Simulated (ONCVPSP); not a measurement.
## Before and after: ONCV potential for tellurium

```
Element                 : Te (Z = 52)
Generator               : ONCVPSP 4.0.1
Type                    : optimised norm-conserving Vanderbilt (ONCV)
Functional              : LDA (Perdew-Zunger)
Relativity              : scalar-relativistic
Frozen core             : [Ar] 3d10
Valence charge          : 24
Reference configuration : 4s2 4p6 4d10 5s1 5p5
Partial waves           : 4s+5s: rc 1.00 bohr, ncon 4, nbas 7, qcut 10.8 1/bohr, 2 projectors; 4p+5p: rc 1.15 bohr, ncon 4, nbas 8, qcut 13 1/bohr, 2 projectors; 4d: rc 1.35 bohr, ncon 4, nbas 9, qcut 14 1/bohr, 2 projectors, debl 0.7 Ha
Local potential         : polynomial inside 0.75 bohr (lpopt 5, dvloc0 3 Ha)
Core correction         : polynomial model core, fcfact 0.65
```

In the d channel the program set the typed energies aside and used -1.581, 0.250 Ha.

All-electron outer shells of the reference configuration (LDA (Perdew-Zunger), scalar-relativistic, ld1.x):

```tsv
shell	level (eV)	outermost node (bohr)	outermost maximum (bohr)
3p	-804.89	0.13	0.29
3d	-561.72	–	0.24
4s	-165.39	0.38	0.70
4p	-115.58	0.38	0.74
4d	-43.03	0.36	0.81
5s	-16.12	0.91	1.77
5p	-6.66	1.00	2.14
```

Change: p: ncon 5, nbas 9.

Cutoffs: the cutoffs (Ha) at which the residual kinetic energy of the hardest occupied pseudo-wave falls to 1 and 0.1 mHa per electron; they do not see the model core or the augmentation charge, which bear on the density cutoff. Errors are all-electron minus pseudo energies relative to the spin-unpolarised reference configuration.

Task: What does the change do?

Result: The potential gets harder (56 Ha and 71 Ha → 64 Ha and 74 Ha); the errors of the 4 common tests hardly move; neither file shows a bound ghost.

```csv
quantity,base,changed
"cutoff, loose",56 Ha,64 Ha
"cutoff, tight",71 Ha,74 Ha
loose cutoff by channel,"s 52 Ha, p 56 Ha, d 55 Ha","s 52 Ha, p 64 Ha, d 55 Ha"
bound ghosts,none,none
GHOST(+) flags under 300 eV,s at 208.5 eV,s at 208.5 eV
"error for 4s2 4p6 4d10 5s2 5p4, meV [ΔE -9.35 eV]",0.0,0.0
"error for 4s2 4p6 4d10 5s2 5p3, meV [ΔE 0.56 eV]",-1.9,-1.8
"error for 4s2 4p6 4d10 5s2 5p2, meV [ΔE 18.74 eV]",-5.7,-5.5
"error for 4s2 4p6 4d10 5s2 5p1, meV [ΔE 45.97 eV]",-12,-11
s: phases at 1.02 bohr within 0.05 rad from the reference energy up to (Ha; the scan ends near 5),to the end of the scan,to the end of the scan
p: phases at 1.17 bohr within 0.05 rad from the reference energy up to (Ha; the scan ends near 5),to the end of the scan,to the end of the scan
d: phases at 1.37 bohr within 0.05 rad from the reference energy up to (Ha; the scan ends near 5),to the end of the scan,to the end of the scan
"rms error of d²Exc/dni dnj with the model core, mHa",0.42,0.46
```
